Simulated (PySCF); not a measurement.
Isomers of C6H8O2Si, mass 140.029 u with the commonest isotopes. Level of theory: PBE0/pcSseg-1 in PySCF (dipole) on a GFN2-xTB geometry, gas phase. One conformer each, none proved a minimum here; rigid rotors.

Question: Order these by rotational constant A, largest first.
A. `[CH:1]#[C:2][C:3](=[O:4])[CH2:5][SiH2:6][O:7][CH:8]=[CH2:9]` with C2–C3–C5–Si6 -92°, C3–C5–Si6–O7 63°, C5–Si6–O7–C8 179°, Si6–O7–C8–C9 -2°
B. `[CH3:1][O:2][C:3](=[O:4])[C:5]1=[CH:6][CH:7]=[CH:8][SiH2:9]1` with C1–O2–C3–O4 0°, O2–C3–C5–C6 180°
C. `[CH3:1][C:2](=[O:3])[C:4]1=[CH:5][SiH2:6][CH:7]=[CH:8][O:9]1` with C1–C2–C4–C5 180°

Answer: B (3027 MHz), C (2805 MHz), A (2186 MHz).

Question: Order these by dipole moment, largest first.
A. `[CH:1]#[C:2][C:3](=[O:4])[CH2:5][SiH2:6][O:7][CH:8]=[CH2:9]` with C2–C3–C5–Si6 -92°, C3–C5–Si6–O7 63°, C5–Si6–O7–C8 179°, Si6–O7–C8–C9 -2°
B. `[CH3:1][C:2](=[O:3])[C:4]1=[CH:5][SiH2:6][CH:7]=[CH:8][O:9]1` with C1–C2–C4–C5 180°
C. `[CH3:1][O:2][C:3](=[O:4])[C:5]1=[CH:6][CH:7]=[CH:8][SiH2:9]1` with C1–O2–C3–O4 0°, O2–C3–C5–C6 180°

Answer: A (3.19 D), B (2.93 D), C (1.98 D).

Question: Order these by rotational constant B, largest first.
A. `[CH:1]#[C:2][C:3](=[O:4])[CH2:5][SiH2:6][O:7][CH:8]=[CH2:9]` with C2–C3–C5–Si6 -92°, C3–C5–Si6–O7 63°, C5–Si6–O7–C8 179°, Si6–O7–C8–C9 -2°
B. `[CH3:1][C:2](=[O:3])[C:4]1=[CH:5][SiH2:6][CH:7]=[CH:8][O:9]1` with C1–C2–C4–C5 180°
C. `[CH3:1][O:2][C:3](=[O:4])[C:5]1=[CH:6][CH:7]=[CH:8][SiH2:9]1` with C1–O2–C3–O4 0°, O2–C3–C5–C6 180°

Answer: B (982.7 MHz), C (937.4 MHz), A (883.8 MHz).

```tsv
SMILES	point group	Ia (u·Å²)	Ib (u·Å²)	Ic (u·Å²)	κ	μa (D)	μb (D)	μc (D)
C#CC(=O)C[SiH2]OC=C	C1	231.23	571.80	716.40	-0.76	2.00	1.03	2.26
COC(=O)C1=CC=C[SiH2]1	near Cs	166.98	539.13	696.86	-0.82	1.01	1.70	0.00
CC(=O)C1=C[SiH2]C=CO1	Cs	180.19	514.28	685.51	-0.76	1.49	2.53	0.00
```
